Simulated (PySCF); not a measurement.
Computed IR spectrum (relative IR intensity) of a molecule C4H13NSi. Geometry: B3LYP-D3(BJ)/def2-SVP. One conformer was computed; it need not be the lowest. All values below come from B3LYP-D3(BJ)/def2-SVP (PySCF). Frequencies are harmonic and unscaled.

Lines under 2 % of the strongest are left out, and lines within 2 cm⁻¹ are merged.

ν (cm⁻¹): 316 (w), 480 (vw), 640 (w), 686 (m), 747 (m), 892 (vw), 930 (vs), 938 (m), 951 (m), 960 (m), 995 (vw), 1142 (w), 1204 (m), 1373 (vw), 1408 (w), 1463 (w), 1473 (vw), 1492 (vw), 1509 (vw), 2204 (s), 2213 (m), 2233 (s), 2935 (m), 3014 (m), 3017 (w), 3025 (w), 3057 (w), 3091 (w), 3103 (m), 3110 (w), 3125 (w) (against the strongest line: vs over 80 %, s over 45 %, m over 15 %, w over 4 %, vw less)

Task: Which molecule gave these data?
A. CC(C)CN[SiH3]
B. CCC[Si@H](C)N
C. CCN[C@H](C)[SiH3]
D. CC[C@](C)(N)[SiH3]

Result: C, CCN[C@H](C)[SiH3]
